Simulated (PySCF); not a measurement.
Identify the compound

Molecular formula: C5H12N2. Simulated spectra:

¹H NMR (300 MHz, computed): δ 4.05 (br s, 1H), 3.43 (q, 2H), 1.99 (s, 3H), 1.62 (s, 3H), 0.97 (t, 3H).

¹³C{¹H} NMR (computed): δ 134.9 (C), 50.1 (CH2), 29.8 (CH3), 19.5 (CH3), 14.7 (CH3).

A single conformation, averaged over atoms made equivalent by symmetry, fast rotation or ring inversion, no solvent model, relativity neglected. Structure optimised with GFN2-xTB; PBE0/pcSseg-1 with gauge-including orbitals; PySCF.

Referencing at the same level of theory: ¹H (31.72 ppm) and ¹³C (186.93 ppm) against TMS.

Question: Which candidate is it?
A. CCNN=C(C)C
B. C/C=N\N(C)CC
C. C/N=C\[C@@H](C)NC

Answer: A. 

Rings plus π bonds: 1 (no ring in the answer). 5 carbon signals for 5 carbons: no two carbons are equivalent. Carbon types of the structure: 1 × C, 1 × CH2, 3 × CH3, leaving 1 H on heteroatoms. δC 134.9: C=N carbon. δC 50.1: sp3 CH2 bonded to N; deshielded by the electronegative neighbour. δC 29.8, 19.5, 14.7: methyl carbon; a saturated carbon with 1 carbon neighbour and no heteroatom attached. δH 4.05: hydrogen on a nitrogen bonded to O or N; exchangeable, gas-phase position. δH 3.43: hydrogen on an sp3 CH2 bonded to N; its carbon carries N, hence the downfield position.

The others: C/N=C\[C@@H](C)NC would give 5 signals for carbon-bound and other non-exchanging H, not 4; C/C=N\N(C)CC would give 5 signals for carbon-bound and other non-exchanging H, not 4.

Exchangeable OH/NH protons stand at their gas-phase positions; hydrogen bonding in a real sample shifts them, mostly to higher δ. Shifts are as computed. Against solution values, carbons near 30 ppm lie about +3 ppm off and those near 130 ppm about +5 ppm. Of 1211 compounds with measured shifts, 218 miss one by over three times the rms of a fit or turn the order of signals round; such compounds aren't used in these exercises. Multiplicities follow the n + 1 count of equivalent neighbours, as no J values were calculated; m marks all less simple cases, F and P coupling included.
